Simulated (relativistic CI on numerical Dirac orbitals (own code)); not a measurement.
Calculated at this level of theory: Dirac-Coulomb-Breit CI, KLI orbitals optimised for each configuration, model QED (radiative potential, 1s self-energy scaled to tabulated hydrogen-like ionisation energies), unscaled Slater integrals (own radial code, finite nucleus).

Configurations in the expansion (outside the closed core 1s2): 2s2, 2s 2p, 2p2, 2p 3s, 2p 3p, 2s 3s, 2s 3p, 2s 3d, 2s 4s, 2s 4p, 2s 4d, 2s 4f, 2s 5s, 3s2, 2s 5p, 2s 5d, 2s 5f, 2s 5g, 3s 3p, 3p2. Levels of other configurations are missing.

At this charge energies of transitions that change n are usually good to better than 1 %, and those within a shell (Δn = 0) to a few per cent.

Outline of the computed level scheme of Au LXXVI. Lowest level of each configuration: 2s2 1S_0 at 0.0 eV; 2s 2p 3P°_0 at 195.1 eV; 2p2 3P_0 at 544.5 eV; 2s 3s 3S_1 at 12800.7 eV; 2s 3p 3P°_1 at 12890.8 eV; 2p 3s 3P°_0 at 13040.6 eV; 2p 3p 3D_1 at 13094.8 eV; 2s 3d 3D_1 at 13518.4 eV; 2s 4s 3S_1 at 17167.0 eV.

Some strong electric-dipole decays among the lowest 36 levels: 2s 3d 3D_3 → 2s 2p 3P°_2 (2.2e+15 s⁻¹); 2s 3d 3D_2 → 2s 2p 3P°_1 (2.2e+15 s⁻¹); 2s 3d 1D_2 → 2s 2p 1P°_1 (1.5e+15 s⁻¹); 2s 3d 3D_1 → 2s 2p 3P°_0 (1.4e+15 s⁻¹); 2p 3p 3P_0 → 2s 2p 3P°_1 (1.0e+15 s⁻¹); 2s 3p 1P°_1 → 2s2 1S_0 (8.5e+14 s⁻¹); 2p 3p 3P_1 → 2s 2p 3P°_2 (8.1e+14 s⁻¹); 2p 3p 3D_1 → 2s 2p 3P°_1 (7.0e+14 s⁻¹).

LS names give the leading component of a level, which can be under half, so a name can repeat, a term be missing and a line seem to break the LS rules.
